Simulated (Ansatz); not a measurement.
Consider the formal exchange of groups at the Si–N bond: `F[SiH2][NH][AlH2]` + `NC=O` → `NC(=O)[SiH2]F` + `[NH2][AlH2]`.

Calculated with Ansatz (gas phase, PBE0-D4/def2-TZVP geometries, no zero-point term in ΔE). CCSD(T)/CBS is the MP2 limit (def2-TZVPP, def2-QZVPP) plus CCSD(T) − MP2 in def2-TZVPP, frozen cores. This one scheme is used for every species. Functionals use def2-TZVPP. One conformer a species, not always the lowest.

Problem. Is it downhill or uphill in electronic energy at CCSD(T)/CBS, and by how much? (Estimate.)

Solution. The calculation gave: Uphill: ΔE = +0.92 eV.

Problem. What do these levels give: PBE-D4, revPBE-D4, CAM-B3LYP-D4, PBE-QIDH, BLYP, PBE0, r2SCANh, CAM-B3LYP, LC-ωPBE, CCSD/def2-SVP, CCSD(T)/def2-TZVPP, SCS-MP2/def2-QZVPP? (An estimate is asked.)

Solution. Computed: PBE-D4 0.78, revPBE-D4 0.78, CAM-B3LYP-D4 0.91, PBE-QIDH 0.95, BLYP 0.80, PBE0 0.87, r2SCANh 0.90, CAM-B3LYP 0.90, LC-ωPBE 0.89, CCSD/def2-SVP 0.95, CCSD(T)/def2-TZVPP 0.94, SCS-MP2/def2-QZVPP 0.97 eV.

Largest T1 diagnostic among the species: 0.016.

From BLYP to BHLYP (50 % exact exchange), in def2-TZVPP and without D4, ΔE moves by +0.17 eV. Leaving LDA and LC-ωPBE aside and taking each functional with its dispersion term where it has one, the values, not all of them listed here, spread over 0.20 eV, from revPBE-D4 to BHLYP-D4. In def2-TZVPP, CCSD(T) changes the Hartree–Fock value by −0.13 eV (the triples alone add −0.03 eV) and MP2 by −0.10 eV.
